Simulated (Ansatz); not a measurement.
One change: `[F][Ge]([SH])([SH])[SH]` becomes `[F][Ge]([F])([SH])[SH]`.

Ansatz, PBE0-D4/def2-TZVP geometries, multiplicity 1. Each molecule was computed in one conformer, which needn't be the lowest.

Scalar relativity is left out up to krypton.

| property | `[F][Ge]([SH])([SH])[SH]` |
| --- | --- |
| LUMO energy (ωB97M-V/def2-TZVPP) / eV | 0.63 |
| size of the dipole moment (B3LYP/def2-TZVPP) / D | 1.95 |
| LUMO energy (B3LYP/def2-TZVPP) / eV | -1.64 |
| LUMO energy (PBE0/def2-TZVPP) / eV | -1.37 |
| ideal-gas entropy at 298 K and 1 bar (rigid rotor, harmonic PBE0-D4/def2-TZVP) / J/(mol·K) | 400 |
| HOMO energy (PBE/def2-TZVPP) / eV | -6.55 |

(1) Give the same properties after the change, and the shifts. (Best estimate.)

Results:

(1) Computed: 
```csv
property,`[F][Ge]([F])([SH])[SH]`,shift
LUMO energy (ωB97M-V/def2-TZVPP) / eV,0.76,0.13
size of the dipole moment (B3LYP/def2-TZVPP) / D,2.38,0.43
LUMO energy (B3LYP/def2-TZVPP) / eV,-1.60,0.04
LUMO energy (PBE0/def2-TZVPP) / eV,-1.29,0.08
"ideal-gas entropy at 298 K and 1 bar (rigid rotor, harmonic PBE0-D4/def2-TZVP) / J/(mol·K)",375,-25
HOMO energy (PBE/def2-TZVPP) / eV,-7.13,-0.58
```

With PBE0 the HOMO falls by 0.63 eV and the LUMO rises by 0.08 eV, so the gap widens by about 0.71 eV. PBE moves the HOMO by -0.58 eV and ωB97M-V by -0.69 eV. The zero-point energy changes by -18.8 kJ/mol with -3 modes. Dipoles are sizes alone; their direction can turn.

B3LYP here is the variant with VWN-RPA as its local correlation; programs differ in this.
